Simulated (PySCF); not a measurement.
Isomers of C5H12O2Si, mass 132.061 u with the commonest isotopes. The calculation used PBE0/pcSseg-1 in PySCF (dipole) on a GFN2-xTB geometry, gas phase. One conformer each, none proved a minimum here; rigid rotors.

Question: Order these by out-of-plane moment Σ m c² = (Ia + Ib − Ic)/2, smallest first.
A. `[CH3:1][O:2][CH2:3][Si@H:4]1[CH2:5][CH2:6][O:7][CH2:8]1` with C1–O2–C3–Si4 177°, O2–C3–Si4–C5 -179°, C3–Si4–C5–C6 130°, Si4–C5–C6–O7 -38°, C5–C6–O7–C8 53°, C6–O7–C8–Si4 -38°
B. `[CH3:1][CH2:2][CH2:3][CH2:4][C:5](=[O:6])[O:7][SiH3:8]` with C1–C2–C3–C4 180°, C2–C3–C4–C5 180°, C3–C4–C5–O6 0°, C4–C5–O7–Si8 180°
C. `[CH3:1][CH2:2]/[CH:3]=[CH:4]\[CH2:5][O:6][SiH2:7][OH:8]` with C1–C2–C3–C4 -99°, C3–C4–C5–O6 172°, C4–C5–O6–Si7 -160°, C5–O6–Si7–O8 180°, O6–Si7–O8–H -20°

Answer: B (9.19 u·Å²), C (25.63 u·Å²), A (33.52 u·Å²).

Question: Order these by rotational constant A, largest first.
A. `[CH3:1][CH2:2][CH2:3][CH2:4][C:5](=[O:6])[O:7][SiH3:8]` with C1–C2–C3–C4 180°, C2–C3–C4–C5 180°, C3–C4–C5–O6 0°, C4–C5–O7–Si8 180°
B. `[CH3:1][O:2][CH2:3][Si@H:4]1[CH2:5][CH2:6][O:7][CH2:8]1` with C1–O2–C3–Si4 177°, O2–C3–Si4–C5 -179°, C3–Si4–C5–C6 130°, Si4–C5–C6–O7 -38°, C5–C6–O7–C8 53°, C6–O7–C8–Si4 -38°
C. `[CH3:1][CH2:2]/[CH:3]=[CH:4]\[CH2:5][O:6][SiH2:7][OH:8]` with C1–C2–C3–C4 -99°, C3–C4–C5–O6 172°, C4–C5–O6–Si7 -160°, C5–O6–Si7–O8 180°, O6–Si7–O8–H -20°

Answer: A (7362 MHz), C (5048 MHz), B (4162 MHz).

```csv
SMILES,point group,Ia (u·Å²),Ib (u·Å²),Ic (u·Å²),κ,μa (D),μb (D),μc (D)
COC[Si@H]1CCOC1,C1,121.43,606.20,660.59,-0.96,1.23,1.51,0.48
CC/C=C\CO[SiH2]O,C1,100.11,905.38,954.23,-0.99,2.07,0.02,0.15
CCCCC(=O)O[SiH3],Cs,68.65,905.94,956.21,-0.99,0.04,1.68,0.00
```
